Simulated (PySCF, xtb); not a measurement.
Li(OH) (HLiO), SMILES [Li][OH].

Harmonic wavenumbers (cm⁻¹) from GFN2-xTB (xtb 6.7.1) at its own minimum, in rising order: 422, 422, 918, 3802.

Task: What does PBE-D3(BJ)/def2-TZVPD in PySCF give at its own minimum? (An estimate is asked for; the answer gives what the named calculation found.)

Result: 276, 276, 935, 3889. Paired by order, the mean absolute difference is 99 cm⁻¹ and the zero-point energies are 8.0 and 7.7 kcal/mol.
